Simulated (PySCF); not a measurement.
AlSBr: from structure and modes to constants

Computed with PySCF, PBE0, basis Al def2-TZVP, S def2-TZVP, Br def2-TZVP (no relativity, density fitting).

The singlet minimum has C∞v symmetry. Masses (u): Al 26.98154, S 31.97207, Br 78.91834.

```xyz
3
charge 0 multiplicity 1, angstrom
Al    0.0000    0.0000   -0.8051
S     0.0000    0.0000   -2.8032
Br    0.0000    0.0000    1.4107
```

Harmonic wavenumbers (cm⁻¹): 136.3 (π, ×2), 317.7 (σ+, ×1), 757.1 (σ+, ×1).

Task: Find the principal moments of inertia and the rotational constants. What kind of rotor is it?

Result: About the centre of mass I = 425.78 u Å². With B = 16.8576/I this gives 0.03959 cm⁻¹. The molecule is linear.

Task: Find the vibrational entropy and heat capacity at 298.15 K.

Result: With u = 1.43878 ω/T, each mode gives S = R[u/(eᵘ−1) − ln(1−e⁻ᵘ)] and C = R u² eᵘ/(eᵘ−1)².
| ω (cm⁻¹) | u | S (J/(mol K)) | C (J/(mol K)) |
| --- | --- | --- | --- |
| 136.3 (×2) | 0.658 | 11.95 | 8.02 |
| 317.7 | 1.533 | 5.53 | 6.86 |
| 757.1 | 3.654 | 1.03 | 3.03 |
The sums over all modes are S = 30.4 and C = 25.9 J/(mol K); the softest mode gives 39 % of the entropy (each member, where degenerate).

Other isomers or separated fragments may lie lower.
